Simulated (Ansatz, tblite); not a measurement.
Cost and result up the ladder for Ge3⁻ (3 atoms). Charge -1, multiplicity 2. Geometry: B3LYP-D4/def2-TZVPD.

| atom | x (Å) | y (Å) | z (Å) |
| --- | --- | --- | --- |
| Ge1 | 0.698 | -1.033 | 0.777 |
| Ge2 | 0.726 | 1.049 | -0.416 |
| Ge3 | -1.424 | -0.016 | -0.361 |

Ansatz on 4 threads of Arm Neoverse V1 on a shared host; xTB runs through tblite on one thread. Times are rough, summed over both states, and most runs start from the orbitals of an earlier one. RPA@PBE/def2-TZVPD serves as the yardstick here, not as an exact answer. Differences are given only for rows in sets of like size (and for xTB, whose basis is part of the method), since another set adds its own error. The other state is a quartet at its own geometry.

The 6-31G sets use Cartesian d functions. The xTB rows come from tblite. B3LYP takes the VWN-RPA correlation. Correlated methods freeze 27 core orbitals; core or outer-core shells of Ge are correlated, in sets that lack core-valence functions. The rows differ in basis, and correlated rows in double-zeta sets carry the largest basis error. In CCSD on the charge -1 quartet the largest single amplitude is 0.20, so its Hartree–Fock determinant may place the open shell otherwise than the density functionals do. The structure comes from a short search, and lower isomers may exist.

Run but left out: HF/6-31G, HF/def2-SVPD, HF/def2-TZVPD, PBE-QIDH/def2-TZVPD, MP2/def2-SVPD, MP2/def2-TZVPD (quartet: ⟨S²⟩ 4.04 to 4.26, where a pure state has 3.75).

Correlated methods converge slowly with the basis, most of all in double-zeta sets.

xTB has no spin-polarisation term.

| level | functions | wall time | quartet − doublet (eV) | difference from RPA@PBE/def2-TZVPD (eV) | remarks |
| --- | --- | --- | --- | --- | --- |
| GFN1-xTB | 27 | 0.007 s | 1.55 | 0.16 | – |
| GFN2-xTB | 27 | 0.007 s | 1.94 | 0.54 | – |
| LDA (SPW92)/def2-TZVPD | 162 | 3.5 s | 1.52 | 0.12 | HOMO above zero (doublet), HOMO above zero (quartet) |
| B3LYP-D4/6-31G | 87 | 4.6 s | 1.34 | – | HOMO above zero (quartet) |
| PBE-D4/def2-TZVPD | 162 | 6.1 s | 1.34 | -0.05 | HOMO above zero (doublet), HOMO above zero (quartet) |
| revPBE-D4/def2-TZVPD | 162 | 6.4 s | 1.30 | -0.09 | HOMO above zero (doublet), HOMO above zero (quartet) |
| RPA@PBE/def2-TZVPD | 162 | 9.4 s | 1.39 | 0.00 | – |
| PBE0-D4/def2-TZVPD | 162 | 16 s | 1.34 | -0.06 | HOMO above zero (quartet) |
| r2SCAN-D4/def2-TZVPD (with forces) | 162 | 18 s | 1.30 | -0.09 | HOMO above zero (doublet), HOMO above zero (quartet) |
| r2SCAN0-D4/def2-TZVPD | 162 | 32 s | 1.27 | -0.12 | HOMO above zero (quartet), spin-contaminated (⟨S²⟩ 3.91) (quartet) |
| CCSD(T)/def2-SVPD | 114 | 38 s | 1.35 | – | spin-contaminated (⟨S²⟩ 4.26) (quartet) |
